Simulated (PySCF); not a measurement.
C2H3BClFO2. Atoms are numbered in the order given.

```xyz
10

B      0.7369     0.3954     0.6671
Cl     0.2289    -0.9489     1.6650
F      1.6080     1.2625     1.1491
O      0.3439     0.5647    -0.6284
C     -0.8131     0.0821    -1.2041
C     -0.6177    -0.1746    -2.6704
O     -1.8188    -0.0579    -0.5783
H     -1.5653    -0.4958    -3.1182
H      0.1506    -0.9513    -2.8054
H     -0.2502     0.7401    -3.1586
```

Geometry: ωB97X-D3(BJ)/def2-SVP. One conformer was computed; it need not be the lowest.

Computed with B3LYP/pcSseg-1 (PySCF).

GIAO shieldings, no solvent; atoms alike by connectivity are averaged. δ = σ(ref) − σ: ¹¹B against BF3 (σ = 86.3 ppm); ³⁵Cl against HCl (σ = 933.3 ppm); ¹⁹F against CFCl3 (σ = 161.7 ppm); ¹⁷O against H2O (σ = 333.8 ppm); ¹³C against TMS (σ = 181.3 ppm); ¹H against TMS (σ = 31.68 ppm), references at their B3LYP-D3(BJ)/def2-TZVP geometries, non-relativistic (without spin–orbit terms, shifts of atoms bonded to Cl or Br come out too high).

| nucleus | atoms | count | δ (ppm) |
|---|---|---|---|
| ¹¹B | B1 | 1 | 12.3 |
| ³⁵Cl | Cl2 | 1 | 90.3 |
| ¹⁹F | F3 | 1 | -74.3 |
| ¹⁷O | O7 | 1 | 516.0 |
| ¹⁷O | O4 | 1 | 275.2 |
| ¹³C | C5 | 1 | 174.1 |
| ¹³C | C6 | 1 | 26.0 |
| ¹H | H8, H9, H10 | 3 | 2.44 |
